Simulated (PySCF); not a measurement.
## Working out the ionisation energy of Fe

Fe [Ar] 3d6 4s2 (5D) → Fe+ [Ar] 3d6 4s1 (6D). All numbers are calculated (PySCF 2.14, scalar relativity by spin-free X2C-1e, in x2c-TZVPPall). Frozen: [Ar]. Energies in hartree (1 hartree = 27.21139 eV):

```json
{"part": "UHF", "Fe (lower)": "-1271.337895", "Fe+ (upper)": "-1271.101367"}
{"part": "CCSD correlation", "Fe (lower)": "-0.189870", "Fe+ (upper)": "-0.145474"}
{"part": "(T)", "Fe (lower)": "-0.006067", "Fe+ (upper)": "-0.002944"}
```

What does Hartree-Fock give?

(-1271.101367) − (-1271.337895) = 0.236528 hartree = 6.436 eV.

What do CCSD and CCSD(T) give?

The CCSD correlation energies differ by 0.044396 hartree = 1.208 eV and the triples by 0.003123 hartree = 0.085 eV, so CCSD gives 7.644 eV and CCSD(T) 7.729 eV.

Measured between the centres of the two terms (NIST): 7.904 eV, so CCSD(T) (valence) is off by -0.175 eV.

What remains against the reference includes basis incompleteness, the frozen core and higher excitations.
